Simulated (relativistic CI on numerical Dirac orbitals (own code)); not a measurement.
**Sensitivity of the levels of Ta9+ to α and to the nuclear radius**

Calculated at this level of theory: Dirac-Coulomb-Breit CI, KLI orbitals optimised for each configuration, derivatives by finite differences, unscaled Slater integrals, QED left out (own radial code, finite nucleus).

CI space (outside the closed core [Kr] 4d10): 4f13 5s2 5p3, 4f12 5s2 5p4, 4f14 5s2 5p2, 4f13 5s 5p4, 4f13 5s2 5p2 5d, 4f12 5s 5p5, 4f11 5s2 5p5, 4f10 5s2 5p6, 4f11 5s 5p6, 4f13 5p5, 4f12 5p6. Double excitations out of closed p, d and f shells are left out; levels of such configurations are missing from the list, as are those of other unlisted configurations, and high levels can miss mixing partners.

With x = (α/α₀)² − 1 an excitation energy changes as ω = ω₀ + qx; K = 2q/ω₀ is the relative enhancement. Terms are leading LS components, so labels can repeat. The field-shift factor is F = δν/δ⟨r²⟩ for the transition from the lowest level.

Lowest level 4f13 5s2 5p3 3G_5.

```csv
Level,ω₀ (cm⁻¹),q (cm⁻¹),F (GHz/fm²)
4f13 5s2 5p3 3D_2,3206.2,3027,-0.27
4f13 5s2 5p3 3F_3,6319.2,52.87,0.216
4f13 5s2 5p3 3F_4,10933.5,-4039,1.56
4f13 5s2 5p3 3D_1,13356.4,14580,0.521
4f14 5s2 5p2 3P_0,13843.3,66750,-15.3
4f12 5s2 5p4 5I_8,21279.6,-82330,22.1
4f13 5s2 5p3 3G_4,22211.0,13360,0.951
4f12 5s2 5p4 3I_7,25545.8,-84120,22.5
4f13 5s2 5p3 3F_2,26125.5,8367,2.09
4f12 5s2 5p4 3H_6,27065.6,-82010,22.1
4f13 5s2 5p3 3F_3,27910.2,3010,3.83
4f12 5s2 5p4 3G_4,29708.3,-65900,18.6
4f12 5s2 5p4 5G_6,30735.7,-83450,22.2
```

At this charge transitions that keep the count of f electrons are usually good to a few per cent. Terms inside the open d or f shell come out 10 to 20 % too wide with unscaled integrals. Levels and lines within the n = 5 or 6 shells can be off by up to 10 % or somewhat more, and those that change n by about 2 %, since core polarisation is missing. Levels that differ in their count of f electrons can be misplaced by several ten thousand cm⁻¹, since the correlation energy of f electrons is missing or only estimated; rates across such gaps can be off by orders of magnitude.

Task: Which transition from the lowest level has the largest |K|?

Result: 4f14 5s2 5p2 3P_0 at 13843.3 cm⁻¹, K = 9.64.
